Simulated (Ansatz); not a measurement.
Input file for Ansatz (a quantum-chemistry and plane-wave program): R-CCSD(T)/def2-TZVPP on H2S2Se (SMILES S[Se]S), a point of a torsion scan. The run froze 24 orbitals, filled d shells among them.

Ansatz 0.2 input:
```yaml
crystal:
  periodic: [false, false, false]
  atoms:
    - {symbol: S, position_ang: [1.80537814, -0.33105028, -0.23485168]}
    - {symbol: Se, position_ang: [-0.18293462, -1.09335609, -0.71838241]}
    - {symbol: S, position_ang: [-1.02741710, -1.58527900, 1.23626699]}
    - {symbol: H, position_ang: [1.45445789, 0.95426540, -0.10489494]}
    - {symbol: H, position_ang: [-1.24652070, -0.33194542, 1.65029603]}
basis:
  gaussian:
    orbitals: def2-TZVPP
magnetization: {spin_polarized: false}
correlation: {method: ccsd_t, electrons: outside_noble_gas}
scf: {lower_state_search: off}
```

The log:

```
WARN ansatz: RAYON_NUM_THREADS=1 ignored (pool sized by the plan → 1); use --threads N
Functional definition: HF
these checks for a lower state are left out or cut short: stability, starts, cluster_reference, orbital_swaps, neighbouring_geometries, increment
integrals: 0.42 GiB planned
963 factors; integrals over basis functions are off by at most 9.2e-4 eV
mean field: 0.55 GiB planned
mean field evaluation 1: about -86969.1644 eV, gradient 1.6e1 eV
mean field evaluation 2: about -86969.4284 eV, gradient 1.6e1 eV
mean field evaluation 4: about -86970.5097 eV, gradient 2.6e0 eV
mean field evaluation 8: about -86970.5493 eV, gradient 2.4e-1 eV
mean field evaluation 16: about -86970.5498 eV, gradient 1.1e-6 eV
mean field -86970.54982146 eV, -3196.1087551825 hartree, gradient 1.1e-6 eV, S^2 0.000000; 0 other end points of the search recorded, 0 dependent functions left out
24 core orbitals not correlated
reference -86970.54982146 eV, -3196.1087551825 hartree; 10, 10 occupied and 126, 126 virtual orbitals, 963 factors
second order -13.81919244 eV of doubles, -0.00000000 eV of singles
coupled cluster: 1.00 GiB planned
cycle   1  -14.60149711 eV  change   -7.8e-1 eV  update   9.1e-2
cycle   2  -15.00558177 eV  change   -4.0e-1 eV  update   2.7e-2
cycle   3  -15.07523039 eV  change   -7.0e-2 eV  update   1.4e-2
cycle   4  -15.06938429 eV  change    5.8e-3 eV  update   4.3e-3
cycle   5  -15.06817138 eV  change    1.2e-3 eV  update   2.4e-3
cycle   6  -15.06804700 eV  change    1.2e-4 eV  update   9.5e-4
cycle   7  -15.06794788 eV  change    9.9e-5 eV  update   3.2e-4
cycle   8  -15.06802824 eV  change   -8.0e-5 eV  update   1.0e-4
cycle   9  -15.06803757 eV  change   -9.3e-6 eV  update   3.7e-5
cycle  10  -15.06801851 eV  change    1.9e-5 eV  update   1.7e-5
perturbative correction -0.74272757 eV, -0.0272947347 hartree
Total energy: -86986.36056753 eV, -3196.6897893839 hartree
Checks for a lower state left out: stability, starts, cluster_reference, orbital_swaps, neighbouring_geometries, increment
```

Self-consistency was reached.

Cost: about 17 core-seconds (a rough figure).
